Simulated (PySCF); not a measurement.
**Magnetic susceptibility: `CSc1ccc(C#N)s1`, C₆H₅NS₂**

Cartesian coordinates in Å; atom numbers follow the order of the lines, from 1:
```xyz
14

C    -2.764   -0.014   -0.953
S    -2.117   -0.851    0.521
C    -0.434   -0.407    0.455
C     0.517   -0.791    1.366
C     1.789   -0.290    1.067
C     1.812    0.476   -0.073
C     2.904    1.115   -0.656
N     3.805    1.640   -1.138
S     0.231    0.588   -0.798
H    -2.614    1.058   -0.859
H    -2.264   -0.396   -1.839
H    -3.824   -0.243   -0.992
H     0.292   -1.409    2.216
H     2.667   -0.477    1.659
```

Theory: GIAO B97-2/pcSseg-1 magnetisability, rotational g tensor and spin-rotation constants, non-relativistic, gas phase (PySCF). Geometry: GFN2-xTB.

(1) What are the magnetisability and the molar susceptibility?

(2) Split it along the inertial axes a, b, c into diamagnetic and paramagnetic parts about the centre of mass, with the quadrupole moment.

(3) And the rotational g tensor?

Results:

(1) Isotropic -1561 × 10⁻³⁰ J/T², or -94.0 × 10⁻⁶ cm³/mol; principal values -1942, -1430, -1310 × 10⁻³⁰ J/T², anisotropy 582 × 10⁻³⁰ J/T² (root of half the summed squared differences of the principal values). The susceptibility is in cgs units.

(2) 
| axis | χ (10⁻⁶ cm³/mol) | diamagnetic (10⁻⁶ cm³/mol) | paramagnetic (10⁻⁶ cm³/mol) | summed x² of all electrons (Å²) | quadrupole Θ (D Å) |
| --- | --- | --- | --- | --- | --- |
| a | -86.0 | -486.5 | 400.5 | 389.1 | -16.14 |
| b | -79.0 | -1719.0 | 1640.0 | 98.6 | +15.40 |
| c | -117.0 | -2069.1 | 1952.1 | 16.1 | +0.74 |

Anisotropies 2χaa − χbb − χcc = +23.9 and 2χbb − χaa − χcc = +45.1 × 10⁻⁶ cm³/mol. Θ is traceless in Buckingham's convention.

(3) 
| axis | rotational constant (GHz) | g | nuclear part | electronic part |
| --- | --- | --- | --- | --- |
| a | 3.3312 | -0.0441 | 0.5826 | -0.6267 |
| b | 0.7047 | -0.0178 | 0.5252 | -0.5430 |
| c | 0.5839 | -0.0020 | 0.5335 | -0.5354 |

Asymmetric top; isotopes 12C, 1H, 14N, 32S; no vibrational averaging.
